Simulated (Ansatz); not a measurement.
Program: Ansatz 0.2.0.

A structure relaxed at PBE0-D4/def2-TZVP, charge 0, multiplicity 1:

```xyz
12

N    -0.511   -3.221    1.031
C    -0.339   -2.137    0.684
C    -0.126   -0.793    0.254
C    -0.194   -0.462   -1.096
C     0.022    0.858   -1.455
N     0.289    1.824   -0.584
C     0.352    1.496    0.701
C     0.154    0.210    1.177
H    -0.409   -1.217   -1.842
H    -0.024    1.151   -2.499
H     0.571    2.303    1.394
H     0.215   -0.011    2.235
```

Task: Give its formula and SMILES.

Result: C6H4N2, `N#Cc1ccncc1`.

Task: Point group (tolerance 0.08 Å, 0.16 Å for H)?

Result: C2v.

Task: Summarise the bond lengths by kind.

Result: 3 × C–N 1.151 to 1.328 Å; 5 × C–C 1.385 to 1.428 Å; 4 × C–H 1.082 to 1.086 Å.
